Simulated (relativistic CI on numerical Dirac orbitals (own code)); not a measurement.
## d2 in a ligand field

Computed with a parametric ligand-field model of a d^n configuration (Racah B and C, spin-orbit zeta, crystal field), exact diagonalisation.

Field parameters in Wybourne normalisation: D3d B²₀ = −7Dσ, B⁴₀ = −14Dq − 21Dτ, B⁴₃ = −14√(10/7) Dq; D4h B²₀ = −7Ds, B⁴₀ = 21(Dq − Dt), B⁴₄ = 21√(5/14) Dq; Td as Oh with Dq negative (B⁴₀ = 21Dq, B⁴₄ = √(5/14) B⁴₀). The field is a parameter set, without covalency.

**Question.** Ground term and bands for B = 420, C = 1520, ζ = 0 cm⁻¹, D4h, 10Dq = 10550, Ds = 3000, Dt = -430 cm⁻¹?

**Answer.** Ground term 3A2 with 0.00 electrons in the two orbitals of the cubic e set. Spin-allowed: 3E 10219 cm⁻¹ (979 nm), 3E 14756 cm⁻¹ (678 nm), 3B2 21913 cm⁻¹ (456 nm), 3E 22763 cm⁻¹ (439 nm). Lowest spin-forbidden: 1B2 5639 cm⁻¹ (1773 nm), 1B1 5669 cm⁻¹ (1764 nm), 1A1 10065 cm⁻¹ (994 nm).

**Question.** Ground term and bands for B = 410, C = 1670, ζ = 0 cm⁻¹, Td, 10Dq = -4400 cm⁻¹?

**Answer.** Ground term 3A2 with 2.00 electrons in the two orbitals of the cubic e set. Spin-allowed: 3T2 4400 cm⁻¹ (2273 nm), 3T1 7190 cm⁻¹ (1391 nm), 3T1 12160 cm⁻¹ (822 nm). Lowest spin-forbidden: 1E 6406 cm⁻¹ (1561 nm), 1A1 10574 cm⁻¹ (946 nm), 1T2 10632 cm⁻¹ (941 nm). With an A2 ground term the first spin-allowed band lies at |10Dq| itself.

**Question.** Ground term and bands for B = 590, C = 3050, ζ = 0 cm⁻¹, Td, 10Dq = -3100 cm⁻¹?

**Answer.** Ground term 3A2 with 2.00 electrons in the two orbitals of the cubic e set. Spin-allowed: 3T2 3100 cm⁻¹ (3226 nm), 3T1 5367 cm⁻¹ (1863 nm), 3T1 12783 cm⁻¹ (782 nm). Lowest spin-forbidden: 1E 10252 cm⁻¹ (975 nm), 1T2 13012 cm⁻¹ (769 nm), 1A1 15255 cm⁻¹ (656 nm). With an A2 ground term the first spin-allowed band lies at |10Dq| itself.

**Question.** Ground term and bands for B = 790, C = 3900, ζ = 0 cm⁻¹, D3d, 10Dq = 28600, Dσ = 190, Dτ = 440 cm⁻¹?

**Answer.** Ground term 3E with 0.02 electrons in the two orbitals of the cubic e set. Spin-allowed: 3A2 3880 cm⁻¹ (2577 nm), 3E 29023 cm⁻¹ (345 nm), 3A1 31018 cm⁻¹ (322 nm), 3E 39732 cm⁻¹ (252 nm). Lowest spin-forbidden: 1A1 11248 cm⁻¹ (889 nm), 1E 13040 cm⁻¹ (767 nm), 1E 16636 cm⁻¹ (601 nm).

**Question.** Ground term and bands for B = 490, C = 2400, ζ = 0 cm⁻¹, D3d, 10Dq = 18300, Dσ = 1200, Dτ = 380 cm⁻¹?

**Answer.** Ground term 3E with 0.01 electrons in the two orbitals of the cubic e set. Spin-allowed: 3A2 5632 cm⁻¹ (1776 nm), 3E 18256 cm⁻¹ (548 nm), 3A1 22622 cm⁻¹ (442 nm), 3E 26960 cm⁻¹ (371 nm). Lowest spin-forbidden: 1A1 3834 cm⁻¹ (2608 nm), 1E 7897 cm⁻¹ (1266 nm), 1E 13742 cm⁻¹ (728 nm).
